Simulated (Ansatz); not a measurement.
Species: 4-fluoropyrimidine, C4H3FN2, net charge 0, singlet state. 
Coordinates optimised at B3LYP-D3(BJ)/def2-TZVP (Ansatz, a first-principles code):
SMILES: Fc1ccncn1
```xyz
10

F      1.8406    -1.2300     0.1039
C      0.7293    -0.4946     0.0409
C      0.8300     0.8873     0.1115
C     -0.3750     1.5639     0.0377
N     -1.5485     0.9363    -0.0919
C     -1.4977    -0.3878    -0.1469
N     -0.3977    -1.1451    -0.0857
H      1.7815     1.3867     0.2162
H     -0.4045     2.6467     0.0837
H     -2.4387    -0.9152    -0.2519
```

Dipole moments at this geometry, in debye (magnitudes).

```tsv
level	program	dipole (D)
B3LYP/def2-TZVPD	Ansatz	2.07
HSE06/def2-TZVPD	Ansatz	2.05
LC-wPBE/def2-TZVPD	Ansatz	2.10
wB97X-V/def2-TZVPD	Ansatz	2.08
CCSD(T)/aug-cc-pVDZ	Ansatz	2.07
```
